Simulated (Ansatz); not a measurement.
Level of theory: B3LYP-D3(BJ)/def2-TZVP in Ansatz (a quantum-chemistry and plane-wave program). No frequencies were computed at this level.

Ansatz 0.2 input:
```yaml
crystal:
  periodic: [false, false, false]
  atoms:
    - { symbol: Sn, position_ang: [-0.000004, -0.000008, 0.0] }
    - { symbol: H, position_ang: [1.233842, -1.074203, 0.092566] }
    - { symbol: H, position_ang: [0.594602, 1.485736, -0.351908] }
    - { symbol: H, position_ang: [-1.041332, -0.464335, -1.176825] }
    - { symbol: H, position_ang: [-0.787109, 0.05281, 1.436166] }
basis:
  gaussian: { orbitals: def2-tzvp }
hamiltonian:
  xc: b3lyp
  dispersion: d3bj
relax:
  max_steps: 150
```

Output:

```
Functional definition: B3LYP
608 factors; their error is unknown
mean field evaluation 1: about -5897.3485 eV, gradient 1.2e1 eV
mean field evaluation 2: about -5897.7382 eV, gradient 5.5e0 eV
mean field evaluation 4: about -5897.7894 eV, gradient 3.9e-2 eV
mean field evaluation 8: about -5897.8484 eV, gradient 4.7e-3 eV
mean field -5897.84835895 eV, -216.7419294862 hartree, gradient 2.3e-5 eV, S^2 0.000000; 0 other end points of the search recorded, 0 dependent functions left out
reference -5897.84861217 eV, -216.7419387917 hartree; 13, 13 occupied and 61, 61 virtual orbitals, 608 factors
relax step   1: F+E_penalty+E_count = -5897.94861834 eV  Δ(F+E_penalty+E_count) = +0.000e0 eV  max|allowed force component| = 1.021e0 eV/Å  Δτ_max = 0.0000 Å  (21 SCF iters, accepted)
these checks for a lower state are left out or cut short: starts, cluster_reference, orbital_swaps, neighbouring_geometries, increment
608 factors; their error is unknown
mean field evaluation 16: about -5897.9892 eV, gradient 6.4e-5 eV
mean field -5897.98922773 eV, -216.7471063185 hartree, gradient 6.4e-6 eV, S^2 0.000000; 0 other end points of the search recorded, 0 dependent functions left out
reference -5897.98948295 eV, -216.7471156976 hartree; 13, 13 occupied and 61, 61 virtual orbitals, 608 factors
relax step   2: F+E_penalty+E_count = -5898.08784641 eV  Δ(F+E_penalty+E_count) = -1.392e-1 eV  max|allowed force component| = 2.414e-1 eV/Å  Δτ_max = 0.0900 Å  (24 SCF iters, accepted)
these checks for a lower state are left out or cut short: starts, cluster_reference, orbital_swaps, neighbouring_geometries, increment
608 factors; their error is unknown
mean field -5897.99957970 eV, -216.7474867462 hartree, gradient 5.7e-6 eV, S^2 0.000000; 0 other end points of the search recorded, 0 dependent functions left out
reference -5897.99983443 eV, -216.7474961074 hartree; 13, 13 occupied and 61, 61 virtual orbitals, 608 factors
relax step   3: F+E_penalty+E_count = -5898.09857835 eV  Δ(F+E_penalty+E_count) = -1.073e-2 eV  max|allowed force component| = 2.109e-2 eV/Å  Δτ_max = 0.0217 Å  (25 SCF iters, accepted)
these checks for a lower state are left out or cut short: starts, cluster_reference, orbital_swaps, neighbouring_geometries, increment
608 factors; their error is unknown
mean field -5897.99968683 eV, -216.7474906831 hartree, gradient 4.3e-5 eV, S^2 0.000000; 0 other end points of the search recorded, 0 dependent functions left out
reference -5897.99994159 eV, -216.7475000456 hartree; 13, 13 occupied and 61, 61 virtual orbitals, 608 factors
relax step   4: F+E_penalty+E_count = -5898.09865580 eV  Δ(F+E_penalty+E_count) = -7.744e-5 eV  max|allowed force component| = 1.602e-4 eV/Å  Δτ_max = 0.0017 Å  (17 SCF iters, accepted)
608 factors; their error is unknown
mean field evaluation 32: about -5897.9997 eV, gradient 4.3e-5 eV
mean field -5897.99968683 eV, -216.7474906831 hartree, gradient 4.3e-5 eV, S^2 0.000000; 1 other end points of the search recorded, 0 dependent functions left out
reference -5897.99994159 eV, -216.7475000456 hartree; 13, 13 occupied and 61, 61 virtual orbitals, 608 factors
Total energy: -5898.09891056 eV, -216.7511370882 hartree
Atom 0 at     0.000003     0.000003    -0.000001 Å, force    -0.000016    -0.000013     0.000005 eV/Å
Atom 1 at     1.286514    -1.120085     0.096515 Å, force     0.000137    -0.000099     0.000011 eV/Å
Atom 2 at     0.619991     1.549196    -0.366930 Å, force     0.000063     0.000141    -0.000039 eV/Å
Atom 3 at    -1.085790    -0.484173    -1.227050 Å, force    -0.000108    -0.000039    -0.000136 eV/Å
Atom 4 at    -0.820719     0.055059     1.497465 Å, force    -0.000077     0.000011     0.000160 eV/Å
Dipole moment:     0.000004     0.000003    -0.000001 e Å
```

Cost: roughly 9 core-seconds.
